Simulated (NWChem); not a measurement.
All runs are NWChem calculations. System: H4Al2F2, charge 0, spin multiplicity 1, at a geometry optimised with B3LYP/def2-SVP. The structure started from a generated list of species. Level: RHF/def2-TZVP.

The NWChem input:

```
start mol
memory heap 200 mb stack 900 mb global 1100 mb
geometry units angstroms nocenter noautoz
  Al     0.000000     0.000000    -1.424919
  Al     0.000000     0.000000     1.424919
  F     -1.181517     0.000000     0.000000
  H      0.000000     1.414622    -2.111924
  H      0.000000    -1.414622    -2.111924
  F      1.181517     0.000000     0.000000
  H      0.000000     1.414622     2.111924
  H      0.000000    -1.414622     2.111924
  symmetry group D2h
end
basis spherical
  * library def2-tzvp
end
scf
  rhf
  nopen 0
  maxiter 100
  thresh 1e-7
  semidirect memsize 60000000 filesize 0
end
task scf energy
```

NWChem printed:

```
             Northwest Computational Chemistry Package (NWChem) 7.3.0
             --------------------------------------------------------

                                NWChem Input Module
                                -------------------

 Scaling coordinates for geometry "geometry" by  1.889725989
 (inverse scale =  0.529177249)

 Turning off AUTOSYM since
 SYMMETRY directive was detected!

                             Geometry "geometry" -> ""
                             -------------------------

 Output coordinates in angstroms (scale by  1.889725989 to convert to a.u.)

  No.       Tag          Charge          X              Y              Z
 ---- ---------------- ---------- -------------- -------------- --------------
    1 Al                  13.0000     0.00000000     0.00000000    -1.42491900
    2 Al                  13.0000     0.00000000     0.00000000     1.42491900
    3 F                    9.0000    -1.18151700     0.00000000     0.00000000
    4 H                    1.0000     0.00000000     1.41462200    -2.11192400
    5 H                    1.0000     0.00000000    -1.41462200    -2.11192400
    6 F                    9.0000     1.18151700     0.00000000     0.00000000
    7 H                    1.0000     0.00000000     1.41462200     2.11192400
    8 H                    1.0000     0.00000000    -1.41462200     2.11192400

 Effective nuclear repulsion energy (a.u.)     222.4586550896

            Nuclear Dipole moment (a.u.)
            ----------------------------
        X                 Y               Z
 ---------------- ---------------- ----------------
     0.0000000000     0.0000000000     0.0000000000

      Symmetry information
      --------------------

 Group name             D2h
 Group number             26
 Group order               8
 No. of unique centers     3

      Symmetry unique atoms

     1    3    4


 Summary of "ao basis" -> "" (spherical)
 ------------------------------------------------------------------------------
       Tag                 Description            Shells   Functions and Types
 ---------------- ------------------------------  ------  ---------------------
[...]
   Bfn.  Coefficient  Atom+Function         Bfn.  Coefficient  Atom+Function
  ----- ------------  ---------------      ----- ------------  ---------------
    16      0.223880  1 Al py                53      0.223880  2 Al py
   107      0.159870  4 H  s                113     -0.159870  5 H  s
   150      0.159870  7 H  s                156     -0.159870  8 H  s

 Vector   25  Occ=0.000000D+00  E= 7.193025D-02  Symmetry=b3u
              MO Center= -5.8D-16, -7.6D-20,  9.5D-17, r^2= 8.6D+00
   Bfn.  Coefficient  Atom+Function         Bfn.  Coefficient  Atom+Function
  ----- ------------  ---------------      ----- ------------  ---------------
    18      0.614495  1 Al px                55      0.614495  2 Al px
    79      0.169440  3 F  s                122     -0.169440  6 F  s

 Vector   26  Occ=0.000000D+00  E= 1.023620D-01  Symmetry=b2g
              MO Center=  2.0D-14, -2.3D-15, -8.8D-15, r^2= 9.7D+00
   Bfn.  Coefficient  Atom+Function         Bfn.  Coefficient  Atom+Function
  ----- ------------  ---------------      ----- ------------  ---------------
    18      0.956213  1 Al px                55     -0.956213  2 Al px
    88     -0.205214  3 F  pz               131      0.205214  6 F  pz

 Vector   27  Occ=0.000000D+00  E= 1.073729D-01  Symmetry=ag
              MO Center=  6.2D-17,  4.2D-16, -5.4D-15, r^2= 1.0D+01
   Bfn.  Coefficient  Atom+Function         Bfn.  Coefficient  Atom+Function
  ----- ------------  ---------------      ----- ------------  ---------------
    20      1.051926  1 Al pz                57     -1.051926  2 Al pz
     5     -0.636105  1 Al s                 42     -0.636105  2 Al s
   108      0.537744  4 H  s                114      0.537744  5 H  s
   151      0.537744  7 H  s                157      0.537744  8 H  s
    79     -0.463643  3 F  s                122     -0.463643  6 F  s

 center of mass
 --------------
 x =   0.00000000 y =   0.00000000 z =   0.00000000

 moments of inertia (a.u.)
 ------------------
         484.286590511216           0.000000000000           0.000000000000
           0.000000000000         644.897375895538           0.000000000000
           0.000000000000           0.000000000000         218.228178059575

  Mulliken analysis of the total density
  --------------------------------------

    Atom       Charge   Shell Charges
 -----------   ------   -------------------------------------------------------
    1 Al  13    12.29   2.00  0.65  1.33  0.68  0.21  2.92  2.28  0.82  0.85  0.16  0.20  0.11  0.08
    2 Al  13    12.29   2.00  0.65  1.33  0.68  0.21  2.92  2.28  0.82  0.85  0.16  0.20  0.11  0.08
    3 F    9     9.43   0.77  1.20  0.58  1.02  0.34  2.24  2.34  0.93  0.00  0.00  0.00
    4 H    1     1.14   0.23  0.57  0.34  0.01
    5 H    1     1.14   0.23  0.57  0.34  0.01
    6 F    9     9.43   0.77  1.20  0.58  1.02  0.34  2.24  2.34  0.93  0.00  0.00  0.00
    7 H    1     1.14   0.23  0.57  0.34  0.01
    8 H    1     1.14   0.23  0.57  0.34  0.01

       Multipole analysis of the density wrt the origin
       ------------------------------------------------

     L   x y z        total         open         nuclear
     -   - - -        -----         ----         -------
     0   0 0 0     -0.000000      0.000000     48.000000

     1   1 0 0     -0.000000      0.000000      0.000000
     1   0 1 0      0.000000      0.000000      0.000000
     1   0 0 1     -0.000000      0.000000      0.000000

     2   2 0 0    -26.819780      0.000000     89.732574
     2   1 1 0     -0.000000      0.000000      0.000000
     2   1 0 1     -0.000000      0.000000      0.000000
     2   0 2 0    -32.462879      0.000000     28.585019
     2   0 1 1     -0.000000      0.000000      0.000000
     2   0 0 2    -29.319296      0.000000    252.228343

 Task  times  cpu:        7.3s     wall:        7.3s

 Total times  cpu:        7.3s     wall:        7.3s
```
